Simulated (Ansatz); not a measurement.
Start from `C#C[SiH]([SiH3])Cl` and change one atom or group to get `[NH2][AlH][SiH]([SiH3])Cl`.

Ansatz, PBE0-D4/def2-TZVP geometries, multiplicity 1. Each molecule was computed in one conformer, which needn't be the lowest.

```tsv
property	`C#C[SiH]([SiH3])Cl`
HOMO–LUMO gap (ωB97M-V/def2-TZVPP) / eV	10.98
HOMO–LUMO gap (PBE0/def2-TZVPP) / eV	6.98
LUMO energy (B3LYP/def2-TZVPP) / eV	-1.17
size of the dipole moment (ωB97M-V/def2-TZVPP) / D	1.61
HOMO–LUMO gap (PBE/def2-TZVPP) / eV	4.95
HOMO–LUMO gap (B3LYP/def2-TZVPP) / eV	6.62
```

Give the same properties after the change, and the shifts. (Estimate.)

The calculation gave: 
| property | `[NH2][AlH][SiH]([SiH3])Cl` | shift |
| --- | --- | --- |
| HOMO–LUMO gap (ωB97M-V/def2-TZVPP) / eV | 9.30 | -1.68 |
| HOMO–LUMO gap (PBE0/def2-TZVPP) / eV | 5.65 | -1.33 |
| LUMO energy (B3LYP/def2-TZVPP) / eV | -1.74 | -0.57 |
| size of the dipole moment (ωB97M-V/def2-TZVPP) / D | 2.39 | 0.78 |
| HOMO–LUMO gap (PBE/def2-TZVPP) / eV | 3.82 | -1.13 |
| HOMO–LUMO gap (B3LYP/def2-TZVPP) / eV | 5.31 | -1.31 |

With PBE0 the HOMO rises by 0.75 eV and the LUMO falls by 0.58 eV, so the gap narrows by about 1.33 eV. PBE moves the HOMO by 0.68 eV and ωB97M-V by 0.86 eV. Dipoles are sizes alone; their direction can turn.

B3LYP here is the variant with VWN-RPA as its local correlation; programs differ in this.
